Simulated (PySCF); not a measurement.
CH₅ClFPSi.
InChI=1S/CH5ClFPSi/c2-1(3)5-4/h1H,4-5H2/t1-/m1/s1

Level of theory: MP2 and CCSD/aug-cc-pVDZ in PySCF, restricted Hartree–Fock reference, 17 core orbitals frozen, non-relativistic, gas phase, PBE0-D3(BJ)/def2-SVP geometry.

E(HF) = -1229.39852 Eh.

Q: How large is the problem?

A: 172 basis functions and 66 electrons; 17 orbitals frozen, which leaves o = 16 correlated occupied and v = 139 virtual orbitals. That is o·v = 2224 singles and o·v(o·v + 1)/2 = 2474200 distinct closed-shell doubles amplitudes before symmetry; the costliest CCSD step grows as o²v⁴ = 9.6 × 10^10.

Q: What are the MP2 and CCSD correlation energies?

A: MP2 -0.7317 Eh and CCSD -0.7929 Eh, which gives totals of -1230.13023 and -1230.19143 Eh. That is 0.674 eV for each correlated electron at CCSD (2082 kJ/mol in all, 0.064 % of the total energy); MP2 gives 92.3 % of the CCSD value.

Q: What is the T1 diagnostic?

A: 0.0135, below the customary warning level of 0.02. It is the norm of the spatial-orbital singles amplitudes over the root of the number of correlated electrons, so the norm is 0.076.

Q: How does correlation change the dipole moment?

A: HF gives 2.32 D and CCSD (unrelaxed density) 1.93 D, a change of -0.39 D.

Connected triples and the basis-set limit are missing.

Shape of the structure used: `[F:1][C@@H:2]([Cl:3])[SiH2:4][PH2:5]`: F1–C2–Si4–P5 -64°, H–P5–Si4–C2 57°, H–P5–Si4–C2 151°.

One conformer stands for the species.
